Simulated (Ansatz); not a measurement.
One change: `[CH3][Zn][S][Si](Cl)(Cl)Cl` becomes `Cl[Si](Cl)(Cl)Br`.

Ansatz, PBE0-D4/def2-TZVP geometries, multiplicity 1. Each molecule was computed in one conformer, which needn't be the lowest. `[CH3][Zn][S][Si](Cl)(Cl)Cl` holds a close contact that its SMILES doesn't draw: Cl···Zn 2.90 Å.

Scalar relativity is left out up to krypton. Spin–orbit coupling is left out; it splits and shifts lone-pair levels of the heavy atoms by tenths of an eV.

```tsv
property	`[CH3][Zn][S][Si](Cl)(Cl)Cl`
HOMO–LUMO gap (PBE0/def2-TZVPP) / eV	7.18
size of the dipole moment (PBE/def2-TZVPP) / D	2.14
HOMO energy (ωB97M-V/def2-TZVPP) / eV	-10.04
HOMO energy (PBE0/def2-TZVPP) / eV	-7.89
HOMO–LUMO gap (B3LYP/def2-TZVPP) / eV	6.64
HOMO–LUMO gap (PBE/def2-TZVPP) / eV	5.11
```

Task: What does the change do to each property? (Best estimate.)

Result: Ansatz gave: 
| property | `Cl[Si](Cl)(Cl)Br` | shift |
| --- | --- | --- |
| HOMO–LUMO gap (PBE0/def2-TZVPP) / eV | 8.14 | 0.96 |
| size of the dipole moment (PBE/def2-TZVPP) / D | 0.10 | -2.04 |
| HOMO energy (ωB97M-V/def2-TZVPP) / eV | -11.26 | -1.22 |
| HOMO energy (PBE0/def2-TZVPP) / eV | -9.06 | -1.17 |
| HOMO–LUMO gap (B3LYP/def2-TZVPP) / eV | 7.59 | 0.95 |
| HOMO–LUMO gap (PBE/def2-TZVPP) / eV | 5.83 | 0.72 |

With PBE0 the HOMO falls by 1.17 eV and the LUMO falls by 0.21 eV, so the gap widens by about 0.96 eV. PBE moves the HOMO by -1.05 eV and ωB97M-V by -1.22 eV. The zero-point energy changes by -97.1 kJ/mol with -15 modes. Dipoles are sizes alone; their direction can turn.

B3LYP here is the variant with VWN-RPA as its local correlation; programs differ in this.
